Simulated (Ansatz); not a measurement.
System: S, charge 0, triplet.

Total energies in cc-pV(5+d)Z, 6 correlated electrons, 5 frozen orbitals. Radicals and triplets start from unrestricted determinants; spin-orbit coupling is neglected. Correlated methods leave the cores frozen. No relativity.

```csv
method,program,energy (Eh),minus CCSDT(Q) (mEh)
HF,Ansatz,-397.51318,159.57
MP2,Ansatz,-397.64561,27.13
CCSD,Ansatz,-397.66563,7.12
CCSD(T),Ansatz,-397.67178,0.97
CCSDT(Q),Ansatz,-397.67275,0.00
```

Ansatz is a first-principles code.
